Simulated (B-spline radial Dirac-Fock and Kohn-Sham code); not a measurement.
Elastic scattering of 605 eV electrons by the Sn atom

Calculated with a radial B-spline solver, using relativistic (Dirac) partial waves in the static field of the Dirac-Fock atom with Furness-McCarthy exchange, without polarisation or absorption potentials.

```
θ (°)  dσ/dΩ (Å²/sr)  Sherman function
    0           38.7             0.000
   10           6.85             0.000
   20           1.03            -0.003
   30          0.294            -0.009
   40          0.149             0.002
   50          0.108             0.026
   60         0.0767             0.038
   70         0.0404             0.020
   80         0.0183            -0.085
   90         0.0279            -0.082
  100         0.0552            -0.019
  110         0.0653             0.014
  120         0.0404             0.045
  130        0.00548             0.128
  140         0.0144            -0.134
  150          0.104            -0.043
  160          0.258            -0.020
  170          0.405            -0.009
  180          0.465             0.000
```

The total elastic cross section is 3.41 Å², the first transport cross section 0.938 Å² and the second, weighted with (3/2) sin²θ, 0.814 Å². The mean deflection is ⟨1 − cos θ⟩ = 0.275, and 13 % of the collisions scatter beyond 90°.

On this grid of angles the cross section has minima near 80°, 130°, from interference among the few low partial waves with large phase shifts.
